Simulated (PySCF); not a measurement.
**State search for CaS**

Unrestricted PBE0; Ca x2c-TZVPall, S x2c-TZVPall; spin-free X2C with a Gaussian nucleus (PySCF 2.14). Outer shells of the fragments: Ca 4s2; S 3s2 3p4.

Followed along the bond (rough minima from three points):

| 2Ms+1 | unpaired | ⟨S²⟩ at the start | R at minimum (Å) | Te (eV) |
| --- | --- | --- | --- | --- |
| 1 | none | 0.00 | 2.30 | 0.00 |
| 3 | σ ↑, π ↑ | 2.00 | 2.57 | 0.81 |
| 1 | σ ↓, π ↑ | 1.01 | 2.57 | 0.82 |
| 3 | σ ↑↑ | 2.00 | 2.45 | 1.37 |

Solutions found at the starting distance of 2.575 Å, counted from the lowest of them; the search is not exhaustive and high or unbound solutions are not listed, so other states can lie among these:

```csv
2Ms+1,unpaired,term,E (eV),⟨S²⟩,⟨Lz²⟩,μ (D)
1,none,¹Σ⁺,0.00,0.00,0.00,-11.05
3,"σ ↑, π ↑",³Π,0.39,2.00,1.02,-3.94
1,"σ ↓, π ↑",mixed,0.41,1.01,1.01,-3.95
3,σ ↑↑,³Σ⁺,1.01,2.00,0.00,-4.03
3,π ↑↑,mixed,2.08,2.01,2.01,-3.80
1,π ↑↓,mixed,2.11,1.01,2.01,-3.77
```

A term symbol is given only where ⟨S²⟩ and ⟨Lz²⟩ are close to those of a pure state; real π, δ and φ orbitals otherwise mix terms. A positive dipole means Ca(−)S(+).

Problem. Compare the gap between the two lowest followed solutions at the starting distance with the gap between their minima.

Solution. At PBE0 the second solution (triplet, unpaired electrons σ ↑, π ↑) lies +0.39 eV from the first (singlet, closed shell) at 2.575 Å and +0.81 eV at the minima; the two curves relax by different amounts, since their minima lie near 2.57 and 2.30 Å.

The measured ground state is X ¹Σ+ (Huber and Herzberg, Constants of Diatomic Molecules (1979)).

Counting both spins, an empty level lies below a filled one in some of these solutions, because spin and occupation are held.
